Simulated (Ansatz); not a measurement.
Si(OAc)2Me2 (C₆H₁₂O₄Si), relaxed as a singlet with RKS r2SCAN-D4/def2-SVP in Ansatz, starting from the GFN2-xTB geometry. Force threshold 0.03 eV/Å.

Start:

```tsv
atom	x (Å)	y (Å)	z (Å)
Si1	0.689	0.602	-0.783
O2	-0.668	1.192	-0.023
C3	-1.711	0.457	0.370
C4	-2.479	1.118	1.475
O5	-1.971	-0.611	-0.114
H6	-3.454	0.655	1.585
H7	-2.571	2.183	1.282
H8	-1.907	0.981	2.392
O9	0.929	-0.966	-0.281
C10	0.581	-1.449	0.913
C11	0.396	-2.937	0.884
O12	0.428	-0.750	1.877
H13	0.376	-3.333	1.895
H14	1.185	-3.401	0.299
H15	-0.558	-3.134	0.398
C16	2.059	1.766	-0.192
H17	3.016	1.470	-0.609
H18	2.147	1.750	0.891
H19	1.868	2.789	-0.497
C20	0.449	0.429	-2.652
H21	1.324	-0.003	-3.125
H22	0.273	1.399	-3.104
H23	-0.402	-0.207	-2.880
```

```csv
step,energy (eV),largest force component (eV/Å),SCF passes
1,-22465.8938,1.382,21
2,-22466.0334,0.927,20
3,-22466.0605,0.348,20
4,-22466.0749,0.267,20
5,-22466.0827,0.125,21
6,-22466.0849,0.196,20
7,-22466.0882,0.078,20
8,-22466.0891,0.042,21
9,-22466.0891,0.066,20
10,-22466.0895,0.033,21
11,-22466.0896,0.024,22
```

Force components are those of the run's own axes.

End:

```xyz
23

Si    0.653    0.571   -0.739
O    -0.651    1.250    0.127
C    -1.812    0.590    0.326
C    -2.690    1.288    1.322
O    -2.069   -0.456   -0.226
H    -3.675    0.809    1.361
H    -2.780    2.355    1.072
H    -2.204    1.226    2.308
O     0.846   -1.080   -0.348
C     0.717   -1.546    0.913
C     0.680   -3.044    0.955
O     0.618   -0.813    1.871
H     0.716   -3.396    1.992
H     1.507   -3.466    0.366
H    -0.258   -3.375    0.480
C     2.135    1.537   -0.196
H     3.052    1.166   -0.680
H     2.252    1.444    0.895
H     2.024    2.605   -0.442
C     0.294    0.585   -2.555
H     1.128    0.149   -3.127
H     0.126    1.611   -2.920
H    -0.610   -0.010   -2.754
```

By distances, no bond broke or formed. The bond that changes most is Si1–O9, from 1.66 to 1.71 Å (atoms count from 1).

No frequencies were taken in this run, so the end may be a saddle point.

Hardware: 4 threads of Arm Neoverse V2 on a shared host. Wall time 53 s.
